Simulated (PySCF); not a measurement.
Gas-phase reaction: 2 CF2 + Br2 → 2 BrF + 2 CF

Energies from PySCF, thermal terms from the rigid-rotor harmonic-oscillator model, ideal gas at 1 bar. † marks an energy on the PBE0/def2-TZVP geometry and frequencies; other levels use their own. CCSD(T) freezes the core. Open shells (unrestricted): CF (multiplicity 2); the rest are closed-shell singlets. Spin-orbit splitting is ignored; it lowers the true energy and changes the entropy of CF. Br: all electrons, no relativistic terms. CCSD(T) isn't extrapolated to the basis-set limit.

```csv
level,"ΔH°(298 K), kJ"
CCSD(T)/def2-SVP†,751
PBE/def2-SVP,?
PBE0/def2-SVP†,?
PBE0/def2-TZVP,?
r2SCAN/def2-TZVP†,730
LDA/def2-TZVP†,828
ωB97M-V/def2-TZVP†,?
ωB97X-V/def2-TZVP†,725
```

Problem. Fill in the missing entries.

Solution. 
- PBE/def2-SVP, ΔH°(298 K), kJ: 772
- PBE0/def2-SVP†, ΔH°(298 K), kJ: 774
- PBE0/def2-TZVP, ΔH°(298 K), kJ: 735
- ωB97M-V/def2-TZVP†, ΔH°(298 K), kJ: 741
